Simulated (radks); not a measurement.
The numbers below are computed, except where a source is named.
The mean radii <r> (bohr) of the occupied orbitals of an atom or ion are listed with their occupations. Code: a radial shooting solver on a logarithmic mesh with Libxc functionals. Model: scalar-relativistic Kohn-Sham, PBE, spin-polarised, spherical densities, finite nucleus; Fermi nuclear charge, rms radius of each element as measured or else 0.836 A^(1/3) + 0.57 fm.

| orbital | occ. | <r> |
|---|---|---|
| 1s down | 1 | 0.01804 |
| 1s up | 1 | 0.01804 |
| 2s up | 1 | 0.07623 |
| 2s down | 1 | 0.07623 |
| 2p up | 3 | 0.06834 |
| 2p down | 3 | 0.06834 |
| 3s up | 1 | 0.1974 |
| 3s down | 1 | 0.1974 |
| 3p up | 3 | 0.1979 |
| 3p down | 3 | 0.1979 |
| 3d up | 5 | 0.1792 |
| 3d down | 5 | 0.1792 |
| 4s up | 1 | 0.4406 |
| 4s down | 1 | 0.4406 |
| 4p up | 3 | 0.4685 |
| 4p down | 3 | 0.4685 |
| 4d up | 5 | 0.5000 |
| 4d down | 5 | 0.4999 |
| 5s up | 1 | 1.041 |
| 5s down | 1 | 1.037 |
| 5p up | 3 | 1.221 |
| 5p down | 3 | 1.214 |
| 4f up | 7 | 0.5823 |
| 4f down | 7 | 0.5799 |
| 5d up | 5 | 2.091 |
| 5d down | 2 | 2.245 |

Name the element and its charge. Open shells, if any, are filled with parallel spins first.

Answer. Z = 75, rhenium, charge 0: Re in [Xe] 4f14 5d7. The 1s radius gives Z: for a bare nucleus <r> = (2 gamma + 1)/(2Z) with gamma = sqrt(1 - (Z/c)^2), 0.01783 bohr for Z = 75, and screening makes it slightly larger (0.01804 here). The occupations add up to 75, and the charge is Z minus that.
